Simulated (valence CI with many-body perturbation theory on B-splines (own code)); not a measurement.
## Er XXVII: calculated level list

Level of theory: relativistic CI+MBPT: six valence electrons over a frozen Dirac-Fock core [Kr], radial functions for each j: 7 s, 7 p, 8 d, 6 f, 4 g, 1 h, with the one-electron correlation potential Σ1 (screened to all orders), the two-electron term Σ2, the three-electron term Σ3, Breit, model QED; selected single and double excitations, second order for the rest, scaled by the run's own slope (own B-spline code, finite nucleus).

No measured spectrum was set against this ion. As an estimate, large intervals hold to a few tenths of a per cent, small ones and those within an open d or f shell to about a per cent. Core correlation moves these levels by up to 7400 cm⁻¹, and in measured spectra 5 to 20 % of such shifts remained as error; rates that hang on mixing are uncertain with them. Among the levels kept, up to 780 cm⁻¹ of a level comes from second order outside the variational space, and about a tenth of that is noise between levels of different J, which matters for small intervals. Only levels of the ground parity were solved; by the run's estimate the other parity begins above the list, which can be wrong where configurations are misplaced.

Levels 1 to 34 of 34, with energies above the lowest level, (4d3/2^4 4d5/2^2) J=4. "Leading %" is the weight of the configuration and term that name the level; weights of strongly mixed levels are sums over their largest components and can fall short. In the jj column 3d3/2^4 stands for four electrons in 3d with j = 3/2. Lifetimes count E1, E2, E3, M1 and M2 decay at the calculated energies, and are blank where another channel may lead or the interval is too uncertain; long ones can be off by a factor of two.

```
No.  Configuration  Term  J  E (cm⁻¹)  Leading %  Lifetime      g              Leading jj
  1            4d6    5D  4         0         47            1.319  4d3/2^4 4d5/2^2 (88 %)
  2            4d6    3P  2     18218         41     490 s  1.332  4d3/2^4 4d5/2^2 (90 %)
  3            4d6    3P  0     53035         41    6.19 s         4d3/2^4 4d5/2^2 (72 %)
  4            4d6    5D  3     64327         75    131 μs  1.408  4d3/2^3 4d5/2^3 (90 %)
  5            4d6    5D  4     75745         35    113 μs  1.142  4d3/2^3 4d5/2^3 (87 %)
  6            4d6    5D  1     76077         60    133 μs  1.369  4d3/2^3 4d5/2^3 (91 %)
  7            4d6    3G  5     95442         57    510 μs  1.127  4d3/2^3 4d5/2^3 (99 %)
  8            4d6    3H  6     97010         71    7.64 s  1.117  4d3/2^3 4d5/2^3 (98 %)
  9            4d6    3F  2    109330         51    143 μs  0.937  4d3/2^3 4d5/2^3 (88 %)
 10            4d6    3G  3    112430         31    157 μs  1.037  4d3/2^3 4d5/2^3 (94 %)
 11            4d6    5D  2    135980         34    111 μs  1.208  4d3/2^3 4d5/2^3 (52 %)
 12            4d6    3P  0    138600         83    371 μs         4d3/2^3 4d5/2^3 (65 %)
 13            4d6    3D  1    140760         46    180 μs  1.030  4d3/2^3 4d5/2^3 (88 %)
 14            4d6    3G  4    142990         40    857 μs  1.030  4d3/2^3 4d5/2^3 (84 %)
 15            4d6    3F  3    152710         52    209 μs  1.087  4d3/2^3 4d5/2^3 (96 %)
 16            4d6    3P  2    154470         42   58.2 μs  1.366  4d3/2^2 4d5/2^4 (69 %)
 17            4d6    5D  0    161480         49   39.2 μs         4d3/2^2 4d5/2^4 (83 %)
 18            4d6    3F  4    168890         42   48.2 μs  1.096  4d3/2^2 4d5/2^4 (94 %)
 19            4d6    3D  3    178050         30   55.8 μs  1.191  4d3/2^2 4d5/2^4 (82 %)
 20            4d6    3H  5    178740         57   97.2 μs  1.101  4d3/2^2 4d5/2^4 (99 %)
 21            4d6    1I  6    190190         71    135 μs  1.044  4d3/2^2 4d5/2^4 (98 %)
 22            4d6    3G  3    191530         47   83.9 μs  0.946  4d3/2^2 4d5/2^4 (95 %)
 23            4d6    3P  1    202880         57   70.7 μs  1.094  4d3/2^2 4d5/2^4 (85 %)
 24            4d6    1G  4    209730         57   90.4 μs  1.056  4d3/2^2 4d5/2^4 (86 %)
 25            4d6    1D  2    210020         36   74.5 μs  1.052  4d3/2^2 4d5/2^4 (87 %)
 26            4d6    3F  2    237670         74   47.4 μs  0.830  4d3/2^2 4d5/2^4 (93 %)
 27            4d6    3F  4    245300         65   62.9 μs  1.166  4d3/2^2 4d5/2^4 (88 %)
 28            4d6    3P  1    252170         70   19.4 μs  1.498    4d3/2 4d5/2^5 (93 %)
 29            4d6    1G  4    288560         53   28.5 μs  1.024    4d3/2 4d5/2^5 (84 %)
 30            4d6    1D  2    293600         74   64.3 μs  1.064  4d3/2^2 4d5/2^4 (86 %)
 31            4d6    1D  2    299590         36   30.6 μs  1.189    4d3/2 4d5/2^5 (82 %)
 32            4d6    3F  3    302790         43   34.8 μs  1.065    4d3/2 4d5/2^5 (92 %)
 33            4d6    1S  0    318330         57   33.7 μs         4d3/2^2 4d5/2^4 (56 %)
 34            4d6    1S  0    386720         58   14.6 μs                 4d5/2^6 (60 %)
```

Where two levels of one J and parity lie close, their mixing, g and order are uncertain.

The ionisation energy to 4d5 4P_5/2 of the next ion comes out as 944.74 eV (NIST: 943 ± 4 eV (theoretical)). All 34 levels together are meant to be complete up to 401280 cm⁻¹.
